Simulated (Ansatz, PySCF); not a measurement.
System: C$_{2}$H$_{6}$Mg, net charge 0, singlet state. SMILES: [CH3][Mg][CH3]
Geometry: optimised at B3LYP-D3(BJ)/def2-TZVP (Ansatz, an electronic-structure program).

Quantity: vertical ionisation energy (to the doublet state of charge +1; each state is the SCF solution reached for its spin; the molecule has degenerate orbitals, so one determinant may break the symmetry; the UHF <S^2> is 0.96 for the doublet (pure: 0.75)), in eV. Cores are frozen in the correlated levels unless marked. Open shells are spin-unrestricted. No spin-orbit coupling. Non-relativistic. Basis-set limits of correlation are two-point, X^-3; Hartree-Fock from the larger set. [CCSD(T)-MP2]/basis is that difference in the basis named. The program attaches cautions to a run behind HF/def2-SVPD: other roots. The program attaches cautions to a run behind MP2/def2-TZVPPD: other roots. The program attaches cautions to a run behind RI-MP2/CBS(def2-TZVPPD,def2-QZVPPD): other roots. The program attaches cautions to a run behind CCSD(T)/def2-SVPD: other roots. The program attaches cautions to a run behind CCSD(T)/def2-TZVPPD: other roots. The program attaches cautions to a run behind RI-MP2/CBS(def2-TZVPPD,def2-QZVPPD)+[CCSD(T)-MP2]/def2-SVPD: other roots. The program attaches cautions to a run behind RI-MP2/CBS(def2-TZVPPD,def2-QZVPPD)+[CCSD(T)-MP2]/def2-TZVPPD: other roots.

```
level                                                          program  vertical ionisation energy (eV)
-------------------------------------------------------------  -------  -------------------------------
HF/def2-SVPD                                                    Ansatz                             7.80
HF/def2-QZVPPD                                                  Ansatz                             7.66
SVWN5/def2-TZVPD                                                Ansatz                             8.48
PBE/def2-TZVPD                                                  Ansatz                             8.26
BHLYP/def2-TZVPD                                                Ansatz                             8.46
M06-2X/def2-TZVPD                                                PySCF                             8.70
wB97M-V/def2-TZVPD                                              Ansatz                             8.74
MP2/def2-TZVPPD                                                 Ansatz                             9.02
RI-MP2/def2-QZVPPD                                              Ansatz                             9.09
RI-MP2/CBS(def2-TZVPPD,def2-QZVPPD)                             Ansatz                             9.13
CCSD(T)/def2-SVPD                                               Ansatz                             8.68
CCSD(T)/def2-TZVPPD                                             Ansatz                             8.74
RI-MP2/CBS(def2-TZVPPD,def2-QZVPPD)+[CCSD(T)-MP2]/def2-SVPD     Ansatz                             8.88
RI-MP2/CBS(def2-TZVPPD,def2-QZVPPD)+[CCSD(T)-MP2]/def2-TZVPPD   Ansatz                             8.85
```

For comparison, minus the highest occupied orbital energy (PySCF): 5.41 eV at M06-L/def2-TZVPD, 5.81 eV at TPSSh/def2-TZVPD, 5.45 eV at SVWN5/def2-TZVPD.
